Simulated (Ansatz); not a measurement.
C3H6Se can be A, `C=C(C)[SeH]`, or B, `CC(C)=[Se]`.

Isolated molecules relaxed with PBE0-D4/def2-TZVP in Ansatz; ΔE leaves out vibrations. CCSD(T)/CBS adds triple-zeta CCSD(T) − MP2 to the extrapolated MP2 energy (def2 sets, frozen cores). Functionals use def2-TZVPP. B3LYP here is the variant with VWN-RPA as its local correlation; programs differ in this. For Se outer-core shells are correlated without core-valence functions, which leaves a few kJ/mol of doubt a bond. Scalar relativity is left out up to krypton. Each species was taken in one conformer, which may not be the lowest.

Which isomer does CCSD(T)/CBS put lower? Give the gap. (Estimate.)

Ansatz gave: B, by 4.3 kcal/mol.

Give E(B) − E(A) in kcal/mol with B3LYP-D4, CCSD/def2-TZVPP, ωB97M-V, PBE0-D4, MP2/def2-TZVPP, B2PLYP, HF/def2-TZVPP. (An estimate is asked.)

Computed: B3LYP-D4 -3.3, CCSD/def2-TZVPP -2.6, ωB97M-V -2.7, PBE0-D4 -3.6, MP2/def2-TZVPP -4.1, B2PLYP -4.3, HF/def2-TZVPP -2.0. None reverses the order clearly.

Largest T1 diagnostic: 0.016.

In def2-TZVPP, CCSD(T) changes the Hartree–Fock value by −1.4 kcal/mol (the triples alone add −0.8 kcal/mol) and MP2 by −2.0 kcal/mol.
